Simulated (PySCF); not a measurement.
## Dipole response of Tl- (thallium, charge -1)

[Xe] 4f14 5d10 6s2 6p2, high-spin 3P determinant. All numbers are calculated (PySCF 2.14, a scalar-relativistic core potential, in aug-cc-pVQZ-PP with ECP60MDF (7s7p5d3f2g, 92 functions)). Coupled (time-dependent) response in atomic units; α is the mean over directions.

```json
{"method": "UHF", "mean α (bohr³)": "583.3", "α xx, yy, zz": "246.1, 752.0, 751.9", "C₆ (like pair)": "13350", "S(−4)": "361400"}
```

S(−4) is the Cauchy moment in α(ω) = α(0) + S(−4) ω² + …

Spin-orbit coupling is absent.

α(iu) at UHF:

| u (hartree) | α(iu) (bohr³) |
| --- | --- |
| 0 | 583.3 |
| 0.0500 | 290.4 |
| 0.100 | 150.6 |
| 0.200 | 63.44 |
| 0.300 | 36.75 |
| 0.500 | 18.36 |
| 0.750 | 10.71 |
| 1.00 | 7.354 |
| 1.50 | 4.316 |
| 2.00 | 2.903 |
| 3.00 | 1.581 |
| 5.00 | 0.6697 |

For an ion, C₆ is the dispersion term alone; charge-induced terms of lower order in 1/R come first.

The components differ because the open shell of this determinant is not spherical; for a pure term their mean is the scalar polarisability.

Energies and moments cover only the electrons outside the core potential. Spin-orbit coupling is strong in this species (close to jj coupling), so the high-spin LS determinant is a model state, not a physical level.
